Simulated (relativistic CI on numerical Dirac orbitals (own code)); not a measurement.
**Fe4+: resonant inelastic scattering at the L2,3 edge**

Computed with this model: Dirac-Coulomb-Breit CI, orbitals from a KLI potential per configuration, model QED, Kramers-Heisenberg scattering through one core-hole configuration in a parametric crystal field, unscaled Slater integrals; configurations [Ar] 3d4 → [He] 2s2 2p5 3s2 3p6 3d5; 10 K; core-hole width 0.4 eV; summed over polarisations. Incident energies are the highest absorption maxima for each field (at most a few, so the weaker spin-orbit partner edge can be absent), on the computed scale of the free ion. Intensities are in per cent of the strongest line above 0.02 eV; levels within 1 cm⁻¹ are merged; final levels count from the ground level, the first row holds all elastic scattering, lines under 0.4 are left out and each table stops after 24 rows. The scale of the Slater integrals is a model choice and moves the terms in proportion.

Field parameters in Wybourne normalisation: D3d B²₀ = −7Dσ, B⁴₀ = −14Dq − 21Dτ, B⁴₃ = −14√(10/7) Dq; D4h B²₀ = −7Ds, B⁴₀ = 21(Dq − Dt), B⁴₄ = 21√(5/14) Dq; Oh B⁴₀ = 21Dq, B⁴₄ = √(5/14) B⁴₀. The field is a parameter set, without covalency.

S is read from ⟨S²⟩ = S(S + 1).

D4h, 10Dq = 23450, Ds = 1980, Dt = 150 cm⁻¹:

| Final level (eV) | Degeneracy | Irrep | S | 714 eV | 716.8 eV | 718.9 eV |
| --- | --- | --- | --- | --- | --- | --- |
| 0.000 | 2 | A1+A2 | 2.00 | 362.5 | 1229.9 | 412.7 |
| 0.003 | 2 | E | 2.00 | 11.4 | 160.2 | 9.1 |
| 0.004 | 1 | B1 | 2.00 | 22.0 | 8.1 | 29.3 |
| 1.071 | 1 | A1 | 1.99 | 7.3 | 40.5 | 8.9 |
| 1.072 | 2 | E | 1.99 | 7.1 | 100.0 | 97.1 |
| 1.076 | 2 | B1+B2 | 1.99 | 12.6 | 56.8 | 10.1 |
| 1.431 | 1 | A1 | 1.01 | 2.3 | 8.8 | 21.8 |
| 1.436 | 1 | A2 | 1.00 | 2.0 | 3.7 | 15.6 |
| 1.464 | 2 | E | 1.01 | 1.9 | 13.4 | 1.4 |
| 1.492 | 1 | B2 | 1.01 | 2.9 | 2.7 | 26.8 |
| 1.495 | 1 | B1 | 1.02 | 1.5 | 3.2 | 19.8 |
| 2.034 | 2 | E | 1.00 | 1.5 | 18.1 | 35.9 |
| 2.036 | 1 | A1 | 1.01 | 1.5 | 6.6 | 5.6 |
| 2.907 | 3 | B2+E | 2.00 | 1.9 | 6.4 | 15.6 |
| 2.908 | 1 | A1 | 2.00 | 1.8 | 13.9 | 17.5 |
| 2.908 | 1 | A2 | 2.00 | 1.0 | 15.0 | 18.2 |
| 3.228 | 1 | A1 | 0.03 | 1.0 | 2.9 | 5.5 |
| 3.256 | 2 | E | 0.06 | 0.6 | 7.5 | 3.7 |
| 3.517 | 2 | E | 1.97 | 1.3 | 46.9 | 29.1 |
| 3.528 | 1 | A1 | 1.96 | 1.3 | 20.9 | 8.7 |
| 3.537 | 1 | B2 | 1.18 | 0.2 | 0.1 | 7.6 |
| 3.537 | 1 | A2 | 1.99 | 1.1 | 10.3 | 28.4 |
| 3.540 | 2 | E | 1.36 | 2.7 | 5.4 | 11.2 |
| 3.553 | 2 | E | 1.79 | 4.8 | 2.1 | 12.3 |

D3d, 10Dq = 16500, Dσ = 1030, Dτ = 40 cm⁻¹:

| Final level (eV) | Degeneracy | Irrep | S | 713.9 eV | 716.2 eV | 718.5 eV |
| --- | --- | --- | --- | --- | --- | --- |
| 0.000 | 1 | A1 | 2.00 | 228.7 | 1183.8 | 505.3 |
| 0.000 | 1 | A2 | 2.00 | 2.9 | 244.1 | 141.3 |
| 0.005 | 2 | E | 2.00 | 5.5 | 111.4 | 103.8 |
| 0.009 | 2 | E | 2.00 | 8.2 | 122.8 | 141.7 |
| 0.012 | 1 | A1 | 2.00 | 4.8 | 167.8 | 48.5 |
| 0.015 | 1 | A2 | 2.00 | 0.9 | 64.5 | 47.8 |
| 0.017 | 2 | E | 2.00 | 53.0 | 121.1 | 150.3 |
| 1.605 | 1 | A1 | 1.00 | 0.5 | 2.9 | 30.4 |
| 1.611 | 2 | E | 1.00 | 1.8 | 7.5 | 19.1 |
| 1.882 | 1 | A2 | 1.00 | 0.5 | 5.5 | 5.5 |
| 1.882 | 1 | A1 | 1.00 | 0.7 | 16.0 | 25.8 |
| 1.904 | 2 | E | 1.00 | 0.6 | 5.9 | 21.3 |
| 1.920 | 2 | E | 1.00 | 0.9 | 5.3 | 20.5 |
| 1.944 | 2 | A1+A2 | 2.00 | 3.6 | 57.6 | 75.2 |
| 1.954 | 2 | E | 2.00 | 2.0 | 25.4 | 23.4 |
| 1.964 | 2 | E | 2.00 | 3.1 | 18.9 | 47.4 |
| 1.972 | 1 | A1 | 2.00 | 0.9 | 10.6 | 11.0 |
| 1.977 | 1 | A2 | 2.00 | 2.1 | 1.0 | 5.6 |
| 1.986 | 2 | E | 2.00 | 4.5 | 7.2 | 12.7 |
| 2.369 | 2 | E | 2.00 | 2.9 | 23.4 | 16.7 |
| 2.370 | 2 | E | 2.00 | 1.6 | 24.1 | 100.0 |
| 2.370 | 1 | A1 | 2.00 | 0.3 | 2.9 | 8.8 |
| 3.368 | 2 | E | 0.78 | 1.0 | 4.8 | 6.2 |
| 3.375 | 1 | A1 | 0.98 | 0.9 | 1.5 | 8.4 |

Oh, 10Dq = 10550 cm⁻¹:

```tsv
Final level (eV)	Degeneracy	Irrep	S	715.8 eV	716.6 eV	718.1 eV
0.000	1	A1	2.00	975.2	219.1	274.5
0.002	3	T1	2.00	651.7	126.4	295.9
0.005	2	E	2.00	25.5	28.6	28.5
0.007	3	T2	2.00	84.0	21.4	5.6
0.009	1	A2	2.00	4.3	0.7	1.3
1.286	3	T2	2.00	39.3	11.9	17.5
1.286	3	T1	2.00	43.3	82.0	100.0
1.286	1	A1	2.00	27.1	27.1	7.0
1.331	3	T1	2.00	10.3	27.1	11.7
1.331	2	E	2.00	19.9	78.4	9.6
1.360	3	T2	2.00	19.3	49.2	3.0
2.426	1	A1	1.00	2.1	3.4	17.5
2.453	3	T1	1.00	0.7	4.5	9.4
2.487	3	T2	1.00	1.9	0.6	1.4
2.490	2	E	1.00	0.6	3.5	2.5
3.392	3	T2	1.00	0.3	2.6	5.3
3.394	3	T1	1.00	0.9	0.6	1.3
3.509	1	A1	1.00	0.9	0.4	6.4
3.553	3	T1	1.00	0.7	1.1	2.4
3.635	2	E	1.00	1.1	5.5	1.5
3.636	3	T2	0.99	2.2	1.4	1.8
3.676	2	E	0.99	0.8	0.4	6.7
3.686	3	T1	1.00	1.0	2.9	0.8
3.708	3	T2	0.99	1.0	1.4	3.2
```

For the first field the strongest loss at the lowest incident energy is the level at 1.08 eV (S = 1.99, against 2.00 in the thermal ground state). Levels of other spin, the first over 8 % at 1.43 eV, appear because spin-orbit coupling of the core hole, and in heavier ions of the valence shell too, mixes spins.
